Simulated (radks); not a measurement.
Q: These are the eigenvalues of the occupied orbitals of an atom or ion with whole-number occupations (hartree). Method: Dirac Kohn-Sham, PBEsol, spin-unpolarised, spherical densities, finite nucleus; Fermi nuclear charge, rms radius of each element as measured or else 0.836 A^(1/3) + 0.57 fm; computed with a radial shooting solver on a logarithmic mesh with Libxc functionals.

| orbital | eigenvalue |
|---|---|
| 1s1/2 | -180.6642 |
| 2s1/2 | -21.74487 |
| 2p1/2 | -18.48947 |
| 2p3/2 | -18.27794 |
| 3s1/2 | -4.17896 |
| 3p1/2 | -3.29955 |
| 3p3/2 | -3.27250 |

Which element is it, and in what charge state? The configuration may be excited. Open shells, if any, fill j = l - 1/2 first.

A: Z = 22, titanium, charge +4: Ti4+ in [Ar]. The list shows which subshells hold electrons but not how many an open one holds; the 1s level, -180.66 hartree, gives Z - s = 19.0 by -(Z - s)^2/2, which with screening and relativity narrows Z to a few neighbours, and the depths of the outer levels then fix element, charge and occupations together.
